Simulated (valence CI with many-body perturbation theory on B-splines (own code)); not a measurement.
## Forbidden lines of Sn¹⁰⁺

Computed by valence CI with perturbative core correlation (CI+MBPT): four valence electrons over a frozen Dirac-Fock core [Kr], a basis of 7 s, 7 p, 8 d, 6 f, 4 g, 1 h functions for each j, with the one-electron correlation potential Σ1, the two-electron term Σ2, the three-electron term Σ3, Breit, model QED; selected CI, second order for the rest, scaled by the run's own slope (own B-spline code, finite nucleus).

No measured spectrum was set against this ion. As an estimate, terms of the open shell hold to 2 to 4 % of their energy, and close levels can change places. Excitations out of the core, of the other parity, are not computed and may begin above about 51.3 eV (a cautious bound); beyond it only levels of the ground parity were kept, without lifetimes.

Lines 51 to 100 of 120 in falling wavelength, among levels below 414000 cm⁻¹, chosen from the decays that carry over 1 % of a level's rate. Wavelengths and rates use the calculated energies, so an error of 2000 cm⁻¹ moves a line at 482.2 nm by 9.6 % and its rate by three times that or more. Electric multipoles are in the length gauge, E1 and E2 with the static RPA response of the core. S is in atomic units (e²a₀⁴ for E2 and M2, e²a₀⁶ for E3), for M1 in squared Bohr magnetons. Weak lines are less certain than strong ones. Lines between different terms over intervals too small for the method are left out, as are lines whose strength nearly cancels.

Names give the largest LS component (configuration and term), which can be under half, so a name can repeat, a term be missing and a line seem to break the LS rules; names also repeat where a configuration has a term twice. Letters in brackets count levels of one name in rising energy.

```
λ vac (nm)         Upper         Lower  Type   A (s⁻¹)  S (a.u.)
     482.2  4d4 1D_2 [a]  4d4 3P_2 [a]    M1  1.09e+01  2.27e-01
     473.7      4d4 3G_3      4d4 5D_4    M1  1.73e+00  4.78e-02
     421.9  4d4 3P_2 [b]      4d4 3D_2    M1  1.56e+01  2.17e-01
     416.0  4d4 3P_0 [a]      4d4 5D_1    M1  1.39e+02  3.72e-01
     415.6      4d4 1F_3  4d4 3P_2 [a]    M1  8.52e+00  1.59e-01
     413.3      4d4 1F_3      4d4 3G_4    M1  5.62e+00  1.03e-01
     411.0      4d4 3G_3      4d4 5D_3    M1  2.14e+01  3.86e-01
     396.7  4d4 1G_4 [a]      4d4 3H_5    M1  9.93e+00  2.07e-01
     387.0      4d4 3D_1  4d4 3P_0 [a]    M1  2.75e+01  1.77e-01
     379.7  4d4 1S_0 [a]  4d4 3P_1 [a]    M1  1.28e+02  2.60e-01
     379.3  4d4 3F_2 [a]      4d4 5D_3    M1  1.38e+00  1.39e-02
     377.0  4d4 3F_4 [a]      4d4 5D_4    M1  2.35e+01  4.20e-01
     370.8  4d4 3F_2 [b]      4d4 3D_1    M1  1.84e+01  1.74e-01
     361.3      4d4 1F_3  4d4 3F_4 [a]    M1  5.86e+00  7.18e-02
     360.5  4d4 1D_2 [a]  4d4 3F_2 [a]    M1  1.10e+01  9.54e-02
     359.9      4d4 3G_3      4d4 5D_2    M1  1.10e+01  1.33e-01
     356.1  4d4 3F_2 [b]      4d4 3D_2    M1  1.89e+01  1.58e-01
     350.0  4d4 1D_2 [a]  4d4 3P_1 [a]    M1  8.24e+00  6.55e-02
     345.0  4d4 3P_1 [a]      4d4 5D_2    M1  9.14e+01  4.18e-01
     336.2  4d4 3F_4 [a]      4d4 5D_3    M1  6.99e+00  8.86e-02
     335.9  4d4 1D_2 [a]      4d4 3G_3    M1  2.49e+01  1.75e-01
     335.5  4d4 3F_2 [a]      4d4 5D_2    M1  2.42e+01  1.69e-01
     334.0  4d4 3F_4 [b]      4d4 3D_3    M1  2.77e+01  3.44e-01
     333.3      4d4 3G_4      4d4 5D_4    M1  1.76e+01  2.17e-01
     330.8  4d4 3F_4 [b]      4d4 3G_5    M1  1.42e+01  1.71e-01
     327.5  4d4 1G_4 [a]      4d4 3H_4    M1  4.99e+00  5.85e-02
     317.6  4d4 3F_3 [a]      4d4 5D_4    M1  8.23e+00  6.84e-02
     311.2  4d4 3P_2 [b]  4d4 3P_2 [a]    E2  8.45e-01  1.10e+00
     302.2      4d4 1F_3      4d4 3G_3    M1  1.25e+01  8.96e-02
     301.0      4d4 3G_4      4d4 5D_3    M1  1.01e+01  9.17e-02
     300.0  4d4 3F_2 [a]      4d4 5D_1    M1  2.14e+01  1.07e-01
     299.7  4d4 3P_2 [a]      4d4 5D_3    M1  1.41e+01  7.04e-02
     298.7  4d4 3F_4 [b]  4d4 3F_3 [a]    M1  1.17e+01  1.04e-01
     288.1  4d4 3F_3 [a]      4d4 5D_3    M1  1.77e+01  1.10e-01
     287.9      4d4 3G_5      4d4 5D_4    M1  1.85e+00  1.80e-02
     286.0  4d4 3F_4 [b]      4d4 3G_4    M1  1.79e+00  1.40e-02
     285.5      4d4 3D_3      4d4 5D_4    M1  2.38e+01  1.44e-01
     284.4  4d4 3F_2 [b]  4d4 3F_3 [a]    M1  5.43e+01  2.32e-01
     273.9  4d4 3F_2 [b]  4d4 3P_2 [a]    M1  6.13e+00  2.34e-02
     271.6  4d4 3P_2 [a]      4d4 5D_2    M1  5.67e-01  2.11e-03
     262.1  4d4 3F_3 [a]      4d4 5D_2    M1  7.74e+00  3.62e-02
     261.4      4d4 3D_3      4d4 5D_3    M1  1.03e+01  4.75e-02
     260.1  4d4 3F_4 [b]  4d4 3F_4 [a]    M1  4.02e+01  2.36e-01
     257.6      4d4 1F_3      4d4 3H_4    M1  7.89e+00  3.50e-02
     250.3  4d4 3P_2 [b]  4d4 3P_1 [a]    M1  1.33e+01  3.87e-02
     247.9  4d4 3P_2 [a]      4d4 5D_1    M1  3.72e+00  1.05e-02
     243.0  4d4 3P_2 [b]      4d4 3G_3    M1  7.26e+00  1.93e-02
     241.8  4d4 3F_4 [b]      4d4 3H_6    E2  2.54e+00  1.69e+00
     239.8      4d4 3D_3      4d4 5D_2    M1  1.85e+01  6.63e-02
     239.3      4d4 3D_2      4d4 5D_3    M1  6.84e+01  1.74e-01
```
